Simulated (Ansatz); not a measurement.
A nudged elastic band was laid between two geometries of Cl₃H₄HfNS (10 atoms, charge 0, multiplicity 1).

All numbers below come from RKS PBE/def2-SVP (Ansatz 0.2.0).

```yaml
movable_images: 8
climbing_image: no
spring: 5.0 eV/Å²
optimiser: quadratic models (default)
start_path: through a guess of the saddle point
force_threshold: 0.05 eV/Å
iteration_limit: 60
end_points: relaxed
```

Initial state:

```xyz
10
Properties=species:S:1:pos:R:3
Hf 0.045 -0.079 0.231
N -0.276 0.205 2.200
H -1.160 0.007 2.685
H 0.314 0.782 2.814
Cl 2.349 0.367 -0.253
Cl -0.886 1.853 -0.782
Cl -1.531 -1.682 -0.596
S 1.367 -2.657 0.661
H 0.499 -3.281 1.506
H 2.244 -2.359 1.661
```

Final state:

```xyz
10
Properties=species:S:1:pos:R:3
Hf 0.338 -0.562 0.052
N -0.218 -0.214 2.397
H -0.744 -1.001 2.805
H -0.806 0.624 2.513
Cl 1.058 -1.160 -2.122
Cl 1.245 1.626 0.284
Cl -2.027 -0.708 -0.156
S 1.482 -2.407 1.239
H 2.026 -2.970 0.125
H 0.613 -0.073 2.991
```

**Question.** What changes between the two ends?

**Answer.** Bonds broken: S8–H10. Bonds formed: N2–H10.

**Question.** Give the energies along the band, and the barrier.

**Answer.** The forces met the threshold. The highest image is number 3 of 0 to 9, 0.091 eV above the first end and 1.084 eV above the last; the last end lies 0.993 eV below the first. Beside the main top the profile has a ripple of under 15 meV (maxima at images 1, 3, 8), which may be a very shallow well or noise. No image climbed, so the highest image needn't sit at the top of the path. The orbitals stay closed-shell, which can raise the energy where a bond breaks towards radicals; this wasn't checked here.

| image | path coordinate (Å) | energy (eV) | S8–H10 (Å) | N2–H10 (Å) |
| --- | --- | --- | --- | --- |
| 0 | 0.00 | 0.000 | 1.36 | 3.64 |
| 1 | 1.37 | 0.061 | 1.36 | 3.18 |
| 2 | 2.74 | 0.056 | 1.37 | 3.47 |
| 3 | 4.11 | 0.091 | 1.36 | 2.68 |
| 4 | 5.48 | 0.069 | 2.00 | 1.16 |
| 5 | 6.85 | -0.740 | 2.67 | 1.03 |
| 6 | 8.22 | -0.897 | 2.88 | 1.03 |
| 7 | 9.60 | -0.988 | 2.90 | 1.03 |
| 8 | 10.97 | -0.976 | 2.71 | 1.03 |
| 9 | 12.34 | -0.993 | 3.05 | 1.03 |

**Question.** What is the geometry of the highest image?

**Answer.** 
```xyz
10
Properties=species:S:1:pos:R:3
Hf 0.119 -0.077 0.148
N 0.043 0.256 2.156
H -0.701 0.836 2.562
H 0.753 0.088 2.879
Cl 2.210 0.208 -0.944
Cl -1.187 1.790 -0.468
Cl -1.256 -1.868 -0.649
S 1.461 -2.298 1.577
H 1.308 -3.367 0.745
H 0.216 -2.414 2.121
```

Run time: 6.8 min on 4 threads of Arm Neoverse V2, on a shared host, peak memory 0.24 GiB.
